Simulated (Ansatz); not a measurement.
Problem. Name a neutral molecule of B, C, F, N and H with size of the dipole moment (PBE/def2-TZVPP) between 4.80 and 5.10 D and size of the dipole moment (ωB97M-V/def2-TZVPP) between 4.60 and 4.90 D (Ansatz, PBE0-D4/def2-TZVP geometry).

Solution. `B/C=C(/N)F` (5.08 D, 4.78 D). Other molecules can fit too; these were computed, each in one conformer that needn't be the lowest.
